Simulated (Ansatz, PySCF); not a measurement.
Gas-phase reaction in SMILES: C=C (C2H4) + 2 [H][H] (H2) → 2 C (CH4)
Geometries: B3LYP-D3(BJ)/def2-TZVP minima from Ansatz (an electronic-structure program).
Geometry of the first species:
```xyz
6

C     -0.0012    -0.0058     0.6623
C      0.0012     0.0058    -0.6623
H      0.0167     0.9104     1.2401
H     -0.0212    -0.9321     1.2238
H      0.0212     0.9321    -1.2238
H     -0.0167    -0.9104    -1.2401
```

Property: energy of full hydrogenation (enthalpy at 298 K, with B3LYP-D3(BJ) rigid-rotor harmonic-oscillator terms from PySCF), in kcal/mol. Valence correlation only, unless marked. No spin-orbit coupling. No relativistic terms. CBS marks a two-point X^-3 extrapolation of the correlation energy; Hartree-Fock from the larger set. [CCSD(T)-MP2]/basis is that difference in the basis named.

| level | program | energy of full hydrogenation (kcal/mol) |
|---|---|---|
| HF/cc-pVTZ | Ansatz | -51.2 |
| HF/def2-QZVPP | Ansatz | -50.7 |
| TPSS/def2-TZVPD | PySCF | -46.1 |
| PBE0/def2-QZVPP | Ansatz | -53.2 |
| SCS-MP2/def2-SVP | Ansatz | -51.6 |
| CCSD/CBS(def2-TZVPP,def2-QZVPP) | Ansatz | -50.1 |
| CCSD(T)/6-31G* | Ansatz | -44.9 |
| CCSD(T)/def2-SVP | Ansatz | -50.5 |
| RI-MP2/CBS(def2-TZVPP,def2-QZVPP)+[CCSD(T)-MP2]/def2-TZVPP | Ansatz | -48.3 |
| CCSD(T)/CBS(cc-pVTZ,cc-pVQZ) | Ansatz | -48.7 |
